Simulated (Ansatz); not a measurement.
Frontier orbitals of `CB(O)C=O`.

```xyz
10

C    -1.186    0.610    0.529
B    -0.066   -0.048   -0.326
O    -0.196   -0.281   -1.644
C     1.370   -0.517    0.264
O     2.177   -1.018   -0.490
H    -1.440   -0.022    1.388
H    -2.095    0.813   -0.037
H    -0.827    1.553    0.958
H     0.619   -0.691   -1.977
H     1.644   -0.398    1.336
```

The species carries charge 0 and has multiplicity 1. All single points use the PBE0-D4/def2-TZVP geometry. It is one conformer, not always the lowest. Basis def2-TZVPP, the Gaussian-basis code of Ansatz.

```tsv
functional	HOMO (eV)	LUMO (eV)
r2SCAN	-6.07	-3.10
```

Problem. Give HOMO and LUMO (eV) with LDA (SPW92), PBE, revPBE, BLYP, B97M-V, PBE0, B3LYP, r2SCANh, r2SCAN0, HSE06 (plane-wave form), BHLYP, CAM-B3LYP, LC-ωPBE, ωB97X-V, ωB97M-V, HF. (An estimate is asked.)

Solution. Ansatz gave: 
| functional | HOMO | LUMO |
| --- | --- | --- |
| LDA (SPW92) | -5.95 | -3.56 |
| PBE | -5.80 | -3.28 |
| revPBE | -5.73 | -3.17 |
| BLYP | -5.75 | -3.15 |
| B97M-V | -6.22 | -3.01 |
| PBE0 | -7.35 | -2.19 |
| B3LYP | -7.16 | -2.45 |
| r2SCANh | -6.66 | -2.69 |
| r2SCAN0 | -7.55 | -2.09 |
| HSE06 (plane-wave form) | -6.94 | -2.58 |
| BHLYP | -8.90 | -1.02 |
| CAM-B3LYP | -8.85 | -0.98 |
| LC-ωPBE | -10.12 | 0.29 |
| ωB97X-V | -9.81 | 0.20 |
| ωB97M-V | -9.72 | 0.10 |
| HF | -11.26 | 1.82 |

B3LYP here is the variant with VWN-RPA as its local correlation; programs differ in this. LC-ωPBE has ω = 0.4 bohr⁻¹. Positive LUMOs are unbound and depend on the basis.
